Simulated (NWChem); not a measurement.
Species: InIF₂; SMILES [In]([I])([F])[F]

```xyz
4

In     0.0000     0.0000     1.0090
F      0.0000    -1.6329     2.0625
F      0.0000     1.6329     2.0625
I      0.0000     0.0000    -1.6135
```
Atoms are numbered in this order, from 1.

Level: PBE0/def2-SVP with def2 effective core potentials on In, I (NWChem), optimised geometry, unscaled harmonic frequencies. def2 effective core potentials on In, I; no spin-orbit coupling.

```json
[
 {"frequency (cm⁻¹)": "84", "IR intensity (km/mol)": "8.0"},
 {"frequency (cm⁻¹)": "120", "IR intensity (km/mol)": "28.7"},
 {"frequency (cm⁻¹)": "131", "IR intensity (km/mol)": "32.9"},
 {"frequency (cm⁻¹)": "217", "IR intensity (km/mol)": "20.7"},
 {"frequency (cm⁻¹)": "617", "IR intensity (km/mol)": "63.1"},
 {"frequency (cm⁻¹)": "637", "IR intensity (km/mol)": "61.8"}
]
```

- zero-point energy: 2.6 kcal/mol
- thermal correction to the enthalpy at 298.15 K (with zero-point energy): 6.8 kcal/mol
- heat capacity Cv: 15.5 cal/(mol K)
- entropy at 298.15 K and 1 atm (symmetry number 2): 83.1 cal/(mol K)

Rigid rotor and harmonic oscillator; modes under 100 cm⁻¹ make the entropy uncertain.
